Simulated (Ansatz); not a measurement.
`F[BH][AlH2]` + `B[SiH2]O` → `B[SiH2]OBF` + `[AlH3]`  (cleavage of the B–Al bond)

Isolated molecules relaxed with PBE0-D4/def2-TZVP in Ansatz; ΔE leaves out vibrations. CCSD(T)/CBS adds triple-zeta CCSD(T) − MP2 to the extrapolated MP2 energy (def2 sets, frozen cores). This one scheme is used for every species. Functionals use def2-TZVPP. Each species was taken in one conformer, which may not be the lowest.

**Question.** Is it downhill or uphill in electronic energy at CCSD(T)/CBS, and by how much? (Best estimate.)

**Answer.** The calculation gave: Downhill: ΔE = -47.0 kcal/mol.

**Question.** What do these levels give: ωB97X-V, r2SCAN, r2SCANh, MP2/def2-TZVPP, SCS-MP2/def2-TZVPP, HF/CBS(def2)? (An estimate is asked.)

**Answer.** Ansatz gave: ωB97X-V -46.9, r2SCAN -47.4, r2SCANh -47.7, MP2/def2-TZVPP -49.1, SCS-MP2/def2-TZVPP -48.8, HF/CBS(def2) -51.4 kcal/mol.

Largest T1 diagnostic among the species: 0.014.

From PBE to PBE0 (25 % exact exchange), in def2-TZVPP and without D4, ΔE moves by −1.7 kcal/mol. In def2-TZVPP, CCSD(T) changes the Hartree–Fock value by +3.7 kcal/mol (the triples alone add +0.3 kcal/mol) and MP2 by +2.0 kcal/mol.
